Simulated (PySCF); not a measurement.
Computed shifts of a molecule C₂H₆BFO₂, HF/pcSseg-1 (PySCF), GIAO, gas phase, equivalent atoms averaged, in ppm (number of nuclei): ¹³C: 50.6 (2). ¹⁹F: -36.1 (1). ¹H: 3.58 (2), 3.44 (2), 1.20 (2). References: ¹⁷O against H2O (σ = 333.0 ppm); ¹³C against TMS (σ = 192.6 ppm); ¹¹B against BF3 (σ = 102.7 ppm); ¹⁹F against CFCl3 (σ = 238.5 ppm); ¹H against TMS (σ = 31.99 ppm), references at their B3LYP-D3(BJ)/def2-TZVP geometries, non-relativistic. Geometry optimised at B3LYP-D3(BJ)/def2-SVP. The values are those of a single conformer.

Q: Which structure fits?
(A) COB(F)OC
(B) OCB(O)CF
(C) OCB(F)CO
(D) COB(O)CF

A: C, OCB(F)CO
